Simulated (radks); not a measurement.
Problem. The mean radii <r> (bohr) of the occupied orbitals of an atom or ion are listed with their occupations. All-electron calculation, non-relativistic Kohn-Sham, LDA (Slater exchange, Perdew-Wang correlation), spin-unpolarised, spherical densities, point nucleus. Program: a radial shooting solver on a logarithmic mesh with Libxc functionals.

| orbital | occ. | <r> |
|---|---|---|
| 1s | 2 | 0.02048 |
| 2s | 2 | 0.08637 |
| 2p | 6 | 0.07303 |
| 3s | 2 | 0.2155 |
| 3p | 6 | 0.2052 |
| 3d | 10 | 0.1792 |
| 4s | 2 | 0.4205 |
| 4p | 1 | 0.4160 |

Name the element and its charge.

Solution. Z = 74, tungsten, charge +43: W43+ in [Ar] 3d10 4s2 4p1. The 1s radius gives Z: for a bare nucleus <r> = 1.5/Z, 0.02027 bohr for Z = 74, and screening makes it slightly larger (0.02048 here). The occupations add up to 31, and the charge is Z minus that.
